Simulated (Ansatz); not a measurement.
One change: `BC([SiH3])C#C` becomes `BCC#C`.

Ansatz, PBE0-D4/def2-TZVP geometries, multiplicity 1. 

| property | `BC([SiH3])C#C` |
| --- | --- |
| LUMO energy (ωB97M-V/def2-TZVPP) / eV | 0.26 |
| size of the dipole moment (ωB97M-V/def2-TZVPP) / D | 0.80 |
| HOMO–LUMO gap (PBE0/def2-TZVPP) / eV | 5.79 |
| LUMO energy (PBE0/def2-TZVPP) / eV | -1.65 |
| HOMO energy (ωB97M-V/def2-TZVPP) / eV | -9.62 |
| LUMO energy (B3LYP/def2-TZVPP) / eV | -1.85 |

Task: What does the change do to each property? (Estimate.)

Result: Computed: 
```
                                          property  `BCC#C`  shift
             LUMO energy (ωB97M-V/def2-TZVPP) / eV     0.34   0.08
size of the dipole moment (ωB97M-V/def2-TZVPP) / D     0.80   0.00
              HOMO–LUMO gap (PBE0/def2-TZVPP) / eV     5.95   0.16
                LUMO energy (PBE0/def2-TZVPP) / eV    -1.61   0.04
             HOMO energy (ωB97M-V/def2-TZVPP) / eV    -9.82  -0.20
               LUMO energy (B3LYP/def2-TZVPP) / eV    -1.85   0.00
```

Dipoles are sizes alone; their direction can turn.

B3LYP here is the variant with VWN-RPA as its local correlation; programs differ in this.
